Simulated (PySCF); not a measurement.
## A small calculation by hand: entropy of an ideal gas

H5Si2, SMILES [SiH2][SiH3], multiplicity 2.

Geometry: B3LYP-D3(BJ)/def2-TZVP. The isomer is the one that the SMILES or the coordinates give; other isomers of the formula were not compared.

B3LYP-D3(BJ)/def2-TZVP in PySCF gives the harmonic wavenumbers 131, 381, 398, 427, 594, 634, 875, 935, 948, 950, 2188, 2197, 2212, 2221, 2230 cm⁻¹ and the rotational temperatures 2.5568, 0.2556, 0.2495 K. The molar mass is 61.21 g/mol, the symmetry number 1, the spin multiplicity 2.

Task: Work out the entropy at 298.15 K and 1 atm in the rigid-rotor, harmonic-oscillator model.

Result: 
Translation (Sackur–Tetrode at 1 atm): S = R[1.5 ln M + 2.5 ln T − 1.16487] = 160.1 J/(mol K).
Rotation: q = (√π/σ) T^1.5/√(θA θB θC) = 22600, S = R[ln q + 3/2] = 95.8 J/(mol K).
Vibration: with u = 1.4388 ν/T, each mode gives R[u/(e^u − 1) − ln(1 − e^−u)]:
| ν (cm⁻¹) | modes | u | S (J/(mol K)) |
|---|---|---|---|
| 131 | 1 | 0.63 | 12.26 |
| 381 | 1 | 1.84 | 4.33 |
| 398 | 1 | 1.92 | 4.06 |
| 427 | 1 | 2.06 | 3.63 |
| 594 | 1 | 2.87 | 1.93 |
| 634 | 1 | 3.06 | 1.65 |
| 875 | 1 | 4.22 | 0.65 |
| 935 | 1 | 4.51 | 0.51 |
| 948 | 1 | 4.57 | 0.48 |
| 950 | 1 | 4.58 | 0.48 |
The stiffer modes add less than 0.005 each. Sum 30.0 J/(mol K).
Spin: R ln 2 = 5.8 J/(mol K).
Total 291.6 J/(mol K); the program's own thermochemistry gives 291.7. Translation makes up 55 % and vibration 10 %. Anharmonicity, hindered rotation and orbital degeneracy are left out.
